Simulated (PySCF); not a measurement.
BrGaH₃NO. Atoms are numbered in the order given.

```xyz
7

Ga    -0.7248     0.1343     0.2096
Br     1.4523    -0.2821    -0.4195
O     -1.3692    -0.5711     1.7148
H     -0.7298    -1.1104     2.1975
N     -1.7740     1.2136    -0.7791
H     -2.7620     1.3357    -0.5870
H     -1.4999     1.5605    -1.6905
```

Geometry: B3LYP-D3(BJ)/def2-SVP. The structure was generated by enumeration; whether it is a known compound was not checked. Other conformers were not sampled.

Calculation: PySCF with PBE0/def2-TZVP.

Gas-phase values at a fixed geometry.

```
Property                                                                                                        Value
---------------------------------------------------------------------------------------------  ----------------------
total energy                                                                                      -4630.27057 hartree
highest occupied level                                                                                       -7.74 eV
lowest empty level                                                                                           -0.90 eV
orbital gap                                                                                                   6.84 eV
dipole moment                                                                                                  1.14 D
quadrupole, principal values (traceless, Buckingham form, about the centre of nuclear charge)  -7.76, -1.96, 9.72 D·Å
mean static polarisability                                                                       56.1 bohr³ (8.32 Å³)
polarisability, principal values                                                               42.1, 56.3, 70.0 bohr³
```
